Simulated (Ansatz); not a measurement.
One change: `N[SiH](F)F` becomes `CN[Si](N)(F)F`.

Ansatz, PBE0-D4/def2-TZVP geometries, multiplicity 1. Each molecule was computed in one conformer, which needn't be the lowest.

| property | `N[SiH](F)F` |
| --- | --- |
| HOMO energy (PBE0/def2-TZVPP) / eV | -8.38 |
| size of the dipole moment (PBE/def2-TZVPP) / D | 2.49 |
| LUMO energy (PBE0/def2-TZVPP) / eV | 0.74 |
| HOMO–LUMO gap (ωB97M-V/def2-TZVPP) / eV | 12.96 |
| size of the dipole moment (B3LYP/def2-TZVPP) / D | 2.55 |
| HOMO energy (B3LYP/def2-TZVPP) / eV | -8.11 |

(1) What does the change do to each property? (Best estimate.)

Results:

(1) Computed: 
```csv
property,`CN[Si](N)(F)F`,shift
HOMO energy (PBE0/def2-TZVPP) / eV,-7.31,1.07
size of the dipole moment (PBE/def2-TZVPP) / D,2.54,0.05
LUMO energy (PBE0/def2-TZVPP) / eV,0.79,0.05
HOMO–LUMO gap (ωB97M-V/def2-TZVPP) / eV,11.87,-1.09
size of the dipole moment (B3LYP/def2-TZVPP) / D,2.59,0.04
HOMO energy (B3LYP/def2-TZVPP) / eV,-7.07,1.04
```

With PBE0 the HOMO rises by 1.07 eV and the LUMO rises by 0.05 eV, so the gap narrows by about 1.02 eV. PBE moves the HOMO by 0.98 eV and ωB97M-V by 1.13 eV. Dipoles are sizes alone; their direction can turn.

B3LYP here is the variant with VWN-RPA as its local correlation; programs differ in this.
